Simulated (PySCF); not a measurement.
Simulated outer-valence photoelectron spectrum of `[O]=[Cr](=[O])([Cl])[Cl]`. Method used: EOM-IP-CCSD/aug-cc-pVDZ in PySCF, restricted Hartree–Fock reference, frozen core, non-relativistic, gas phase, PBE0-D3(BJ)/def2-SVP geometry.

Each root has a Gaussian of 0.5 eV full width with its one-hole share as area; cross sections and vibrations are left out, and the highest printed point is 100.

(ionisation energy (eV), intensity): (11.2, 0), (11.3, 1), (11.4, 4), (11.5, 11), (11.6, 24), (11.7, 45), (11.8, 69), (11.9, 90), (12.0, 100), (12.1, 94), (12.2, 74), (12.3, 48), (12.4, 27), (12.5, 15), (12.6, 13), (12.7, 19), (12.8, 33), (12.9, 48), (13.0, 61), (13.1, 68), (13.2, 69), (13.3, 65), (13.4, 60), (13.5, 54), (13.6, 46), (13.7, 38), (13.8, 32), (13.9, 33), (14.0, 37), (14.1, 39), (14.2, 34), (14.3, 25), (14.4, 15), (14.5, 7), (14.6, 3), (14.7, 2), (14.8, 5), (14.9, 11), (15.0, 21), (15.1, 31), (15.2, 36), (15.3, 34), (15.4, 26), (15.5, 16), (15.6, 8), (15.7, 3), (15.8, 1), (15.9, 0)

Task: Where are the maxima, and how many lines lie under the curve?

Result: 4 maxima, at 12.0, 13.2, 14.1 and 15.2 eV, from 8 lines. At this width some lines have no maximum of their own.

Task: List the lines with their holes.

Result: 
```
E (eV)  leading hole (HF orbital)  area  Koopmans (eV)
 11.86                       HOMO  0.95          12.99
 12.04                     HOMO-1  0.95          13.19
 12.12                     HOMO-2  0.94          13.61
 12.97                     HOMO-3  0.94          14.26
 13.21                     HOMO-5  0.94          15.44
 13.55                     HOMO-4  0.94          14.93
 14.11                     HOMO-6  0.94          15.47
 15.23                     HOMO-7  0.91          17.06
```

The widest gap, 1.12 eV, lies between 14.11 and 15.23 eV. Only orbitals with −ε under 21 eV, eight at most, were ionised, so the high end of the curve may lack lines.
